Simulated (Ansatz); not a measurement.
Consider the ligand exchange at a Ga–N bond: `C/[C]([GeH3])=[N]\[Ga]([CH3])[CH3]` + H₂Se → `[CH3][Ga]([CH3])[SeH]` + `C[C](=N)[GeH3]`.

Program: Ansatz. Geometries: PBE0-D4/def2-TZVP. ΔE: electronic, gas phase. CBS: MP2 limit from def2 TZ/QZ plus the TZ coupled-cluster correction, frozen cores. DFT in def2-TZVPP. B3LYP here is the variant with VWN-RPA as its local correlation; programs differ in this. For Ga, Ge, Se outer-core shells are correlated without core-valence functions, which leaves a few kJ/mol of doubt a bond. Scalar relativity is left out up to krypton. Each species was taken in one conformer, which may not be the lowest.

`C/[C]([GeH3])=[N]\[Ga]([CH3])[CH3]`:

```xyz
19

C     1.686    1.117   -1.328
C     0.475    1.267   -0.446
Ge   -0.158    3.134   -0.124
N    -0.147    0.329    0.086
Ga   -0.501   -1.419    0.480
C     0.287   -2.094    2.147
C    -1.805   -2.308   -0.690
H     1.949    0.063   -1.443
H     2.536    1.659   -0.902
H     1.495    1.553   -2.314
H    -1.377    3.082    0.806
H    -0.544    3.812   -1.455
H     0.957    3.985    0.519
H     0.928   -2.956    1.942
H     0.886   -1.326    2.636
H    -0.492   -2.425    2.838
H    -1.351   -3.177   -1.172
H    -2.161   -1.629   -1.465
H    -2.662   -2.665   -0.115
```

H₂Se:

Cartesian coordinates in Å:
```
Se -0.344 -0.531 -0.261
H 1.059 -0.291 0.094
H -0.715 0.822 0.168
```

`[CH3][Ga]([CH3])[SeH]`:

Z-matrix (Å, degrees):
```
C
Ga 1 1.965
H 1 1.094 2 109.3
H 1 1.091 2 111.4 3 -119.1
H 1 1.092 2 111.2 3 118.9
C 2 1.965 1 126.5 3 -88.9
Se 2 2.343 1 118.2 3 90.2
H 6 1.093 2 110.0 1 -61.0
H 6 1.093 2 110.1 1 57.1
H 6 1.090 2 112.0 1 178.1
H 7 1.468 2 93.8 1 0.9
```

`C[C](=N)[GeH3]`:

Z-matrix (Å, degrees):
```
C
C 1 1.495
H 1 1.094 2 110.5
H 1 1.091 2 110.2 3 -121.1
H 1 1.095 2 110.5 3 117.9
N 2 1.267 1 119.5 3 121.1
Ge 2 1.983 1 117.4 3 -58.9
H 6 1.020 2 112.1 1 180.0
H 7 1.539 2 110.6 1 -60.1
H 7 1.539 2 110.7 1 60.0
H 7 1.538 2 107.4 1 180.0
```

CCSD(T)/CBS gives -87.1 kJ/mol.

Q: Another level gave -87.9 kJ/mol. Which?
A. ωB97X-V/def2-TZVPP
B. B3LYP-D4/def2-TZVPP
C. PBE0/def2-TZVPP
D. HF/def2-TZVPP

A: A. ωB97X-V -87.9, PBE0 -93.4, B3LYP-D4 -80.8, HF/def2-TZVPP -97.4 kJ/mol.

Largest T1 diagnostic among the species: 0.014.

The D4 term adds +4.4 kJ/mol with B3LYP and +3.1 kJ/mol with PBE0; it sums over pairs of atoms, weighted by their polarisabilities, and B3LYP, whose exchange is more repulsive, gets the larger term. In def2-TZVPP, CCSD(T) changes the Hartree–Fock value by +13.1 kJ/mol (the triples alone add +2.4 kJ/mol) and MP2 by +12.3 kJ/mol. From PBE to PBE0 (25 % exact exchange), in def2-TZVPP and without D4, ΔE moves by −6.0 kJ/mol.
